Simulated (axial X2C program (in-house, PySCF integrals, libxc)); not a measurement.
**Worked dissociation energy of SrSe: PBE, without spin–orbit coupling**

Computed with an in-house relativistic program for diatomic molecules. Spin-free means the one-electron spin-free X2C Hamiltonian. Basis: Sr dyall-cv3z [13s12p8d5f1g], Se dyall-cv3z [8s9p6d4f1g] (cores contracted in-house); Gaussian nuclei, density fitting, unrestricted open shells. Masses: Sr 87.906 u, Se 79.917 u.

Molecular state: M_S = 0, Λ = 0 (closed shell).

* E(Sr) (2M_S = 0, M_L = 0): -3178.907230 hartree
* E(Se) (2M_S = 2, M_L = 0): -2429.567112 hartree
* E(SrSe) at Re: -5608.602837 hartree
* ωe: 271.5 cm⁻¹
* ωexe: 0.548 cm⁻¹

Problem. Work out De and D0.

Solution. De = -3178.907230 + (-2429.567112) − (-5608.602837) = 0.12850 hartree = 3.497 eV. The zero-point energy is ωe/2 − ωexe/4 = 136 cm⁻¹ = 0.017 eV, so D0 = 3.480 eV.

One determinant describes the state; a PBE0 search over occupations chose it and may have missed a lower one. Closed shells are restricted here (equal orbitals for both partners); the stretched side of such a curve lies too high. De is counted from the lowest determinant-based energies of the atoms at the same level, without counterpoise correction. Spin-free De lacks the spin–orbit lowering of the heavy p-block atom, a tenth of an eV or more for 4p and 5p, up to an eV for 6p and one to two eV for 7p atoms, less what an open-shell molecule gains itself.

Each atomic determinant is the lowest at this level and need not be a pure term. Totals compare only within one Hamiltonian and basis.
